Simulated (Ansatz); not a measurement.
Al3Sb3. Total charge 0; triplet. Geometry PBE0-D4/def2-SVP, that of the neutral singlet; atoms count from 1.

```xyz
6

Al   -0.910    2.105   -0.098
Al    1.090   -2.564    0.160
Al    0.701   -0.290   -1.233
Sb   -1.935   -0.174   -0.962
Sb   -0.475   -0.474    1.495
Sb    1.529    1.398    0.638
```

In the def2 sets Sb takes a core potential; there is no spin–orbit coupling. At PBE0-D4/def2-TZVP a singlet of charge 0 lies 0.63 eV below the triplet at the same geometry. That singlet is doubtful there (restricted singlet, unstable towards broken spin symmetry at other levels and untested here). The structure comes from a short search, and lower isomers may exist.

**Question.** Estimate the Mulliken populations from the PBE0/def2-TZVP orbitals of Ansatz.

**Answer.** 
```
atom  charge (e)  spin (α − β)
 Al1        0.16          0.64
 Al2        0.19          0.53
 Al3        0.04          0.18
 Sb4       -0.14          0.33
 Sb5       -0.11         -0.01
 Sb6       -0.14          0.33
```
Mulliken values and Mayer orders depend strongly on the basis.

**Question.** Where does the spin sit?

**Answer.** Summed by element: Al 1.35, Sb 0.65, of 2 unpaired in all. Largest on single atoms: Al1 0.64, Al2 0.53, Sb4 0.33.

**Question.** And the Mayer bond orders between bonded heavy atoms (over 0.3)?

**Answer.** Al1–Sb4 0.86 (2.64 Å); Al1–Sb5 0.34 (3.06 Å); Al1–Sb6 0.86 (2.64 Å); Al2–Al3 0.70 (2.69 Å); Al2–Sb5 0.61 (2.93 Å); Al3–Sb4 0.84 (2.65 Å); Al3–Sb5 0.47 (2.98 Å); Al3–Sb6 0.84 (2.65 Å); Sb4–Sb5 0.88 (2.87 Å); Sb5–Sb6 0.88 (2.87 Å).
